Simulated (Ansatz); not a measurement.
A nudged elastic band was laid between two geometries of H$_{5}$N$_{2}$PSi (9 atoms, charge 0, multiplicity 1).

The calculation used RKS PBE/def2-SVP (Ansatz).

```json
{"movable images": "7", "climbing image": "from the first iteration", "spring": "5.0 eV/Å²", "optimiser": "fire", "start path": "through a guess of the saddle point", "force threshold": "0.05 eV/Å", "iteration limit": "60", "end points": "relaxed"}
```

First end point:

```xyz
9
Properties=species:S:1:pos:R:3
N -1.021 1.250 -0.319
Si 0.402 0.432 0.224
N 0.863 -0.948 -0.682
P 0.698 -1.656 0.998
H -1.804 0.697 -0.679
H -1.354 2.065 0.204
H 1.371 1.480 0.681
H 1.607 -1.237 -1.321
H -0.674 -2.130 0.877
```

Last end point:

```xyz
9
Properties=species:S:1:pos:R:3
N -1.023 1.252 -0.317
Si 0.399 0.429 0.222
N 0.851 -0.953 -0.691
P 0.698 -1.657 0.996
H -1.353 2.066 0.208
H -1.805 0.703 -0.683
H 1.374 1.473 0.677
H 1.618 -1.225 -1.310
H -0.672 -2.134 0.881
```

(1) What changes between the two ends?

(2) Give the energies along the band, and the barrier.

(3) What is the geometry of the highest image?

Answers

(1) No bond is made or broken. The dihedral H6–N1–Si2–P4 goes from 116 to -26°. The two ends are copies of one structure, up to a mirror image or an exchange of like atoms.

(2) It converged. The highest image is number 3 of 0 to 8, 3.0 kcal/mol above the ends, which have the same energy within 2 meV. Another band between the same ends (7 images) ends at a top of the same energy, where a vibrational analysis finds 1 clearly imaginary mode.

| image | path coordinate (Å) | energy (kcal/mol) | dihedral H6–N1–Si2–P4 (°) |
| --- | --- | --- | --- |
| 0 | 0.00 | 0.0 | 116 |
| 1 | 0.78 | 1.1 | 172 |
| 2 | 1.55 | 2.1 | -136 |
| 3 | 2.32 | 3.0 | -92 |
| 4 | 2.65 | 2.5 | -75 |
| 5 | 2.97 | 1.7 | -59 |
| 6 | 3.29 | 0.9 | -45 |
| 7 | 3.60 | 0.3 | -34 |
| 8 | 3.92 | 0.0 | -26 |

(3) 
```xyz
9
Properties=species:S:1:pos:R:3:forces:R:3
N -1.060 1.317 -0.115 0.00 0.00 -0.01
Si 0.424 0.484 0.261 0.00 0.00 0.00
N 0.830 -0.904 -0.733 0.00 0.00 0.00
P 0.610 -1.620 0.949 0.01 0.00 0.00
H -1.869 1.054 0.457 0.00 0.03 0.01
H -1.333 1.268 -1.103 -0.01 0.00 -0.01
H 1.531 1.419 0.627 -0.01 0.00 0.01
H 1.747 -1.092 -1.153 0.00 0.00 0.00
H -0.791 -1.971 0.793 0.01 -0.02 0.00
```

The run took 12 min on 1 thread of Intel(R) Xeon(R) Platinum 8488C (Sapphire Rapids) (shared host), peak memory 0.14 GiB.
